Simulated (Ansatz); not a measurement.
The first iterations of a band of CH8BNO (12 atoms, charge 0, multiplicity 1).

Theory: Ansatz 0.2.0, RKS PBE-D4/6-31G*.

```json
{
 "movable images": "5",
 "climbing image": "yes",
 "spring": "5.0 eV/Å²",
 "optimiser": "quadratic models (default)",
 "start path": "through a guess of the saddle point",
 "force threshold": "0.05 eV/Å",
 "iteration limit": "60",
 "end points": "relaxed"
}
```

Initial state:

```xyz
12
Properties=species:S:1:pos:R:3
B 0.258 0.190 0.353
O -0.977 -0.215 0.988
H -1.657 -0.338 0.303
H 1.260 -0.256 0.903
H 0.289 0.159 -0.877
N 0.410 1.849 0.692
H 1.329 2.177 0.365
C -0.684 2.679 0.135
H -1.627 2.234 0.485
H -0.619 3.733 0.451
H -0.641 2.610 -0.962
H 0.413 1.926 1.718
```

Final state:

```xyz
12
Properties=species:S:1:pos:R:3
B 0.652 0.519 -0.131
O -1.027 -0.155 2.154
H -1.644 -0.386 1.431
H 1.606 -0.101 0.257
H -0.197 0.046 -0.848
N 0.532 1.871 0.231
H 1.264 2.298 0.802
C -0.497 2.813 -0.198
H -1.227 2.279 -0.824
H -1.030 3.260 0.662
H -0.066 3.637 -0.796
H -0.612 0.666 1.815
```

| iteration | highest image above the first end (eV) | largest band force component (eV/Å) |
| --- | --- | --- |
| 1 | 14.066 | 26.886 |
| 2 | 3.960 | 11.637 |
| 3 | 2.115 | 5.455 |
| 4 | 1.790 | 2.263 |
| 5 | 1.102 | 2.597 |

Q: Does the band converge within its limit, and where does its top end?

A: The forces met the threshold. It ended after 17 iterations with the highest image 0.962 eV above the first end. A vibrational analysis at the climbing image gives one clearly imaginary mode, 804i cm⁻¹: a first-order saddle point. The orbitals stay closed-shell, which can raise the energy where a bond breaks towards radicals; this wasn't checked here.

Run time: 3.4 min on 1 thread of Arm Neoverse V2, on a shared host, peak memory 0.11 GiB.
